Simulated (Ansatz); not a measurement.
## Worked example: SiH2(CH3)Cl + C3H5ClSn → SiH2Cl2 + C4H8Sn

Species: SiH2(CH3)Cl ((chlorosilyl)methane), singlet; C3H5ClSn `C#[C][SnH]([CH3])[Cl]`, singlet; SiH2Cl2 (dichlorosilane (DCS)) `Cl[SiH2]Cl`, singlet; C4H8Sn `C#[C][SnH]([CH3])[CH3]`, singlet. The partners trade CH3 for Cl: Si–CH3 and Sn–Cl bonds give way to Si–Cl and Sn–CH3.

Shapes, held fixed at every level: PBE0-D4/def2-TZVP. Programs: Ansatz 0.2.0. Electronic energies: no zero-point or thermal term.

At CCSD(T)/def2-TZVPP; 1 Eh = 2625.50 kJ/mol:

| species | energy (Eh) |
| --- | --- |
| SiH2(CH3)Cl | -789.878086 |
| C3H5ClSn | -790.475461 |
| SiH2Cl2 | -1209.805938 |
| C4H8Sn | -370.541032 |

Q: Work out ΔE of the reaction at this level.

A: 
1. Products less reactants: (-1209.805938) + (-370.541032) − [(-789.878086) + (-790.475461)] = 0.006577 Eh = +17.3 kJ/mol.

Other levels give +22.2 (wB97M-V/def2-TZVPP) to +33.7 kJ/mol (HF/def2-TZVPP). No measured value is set beside it here. For atoms past krypton def2 sets carry core potentials with scalar relativity. Outer-core shells of Sn are correlated in most correlated rows, in sets that cover them unevenly. CCSD(T)/def2-TZVPP lies outside the range of all other levels here, so it shouldn't be taken on trust.
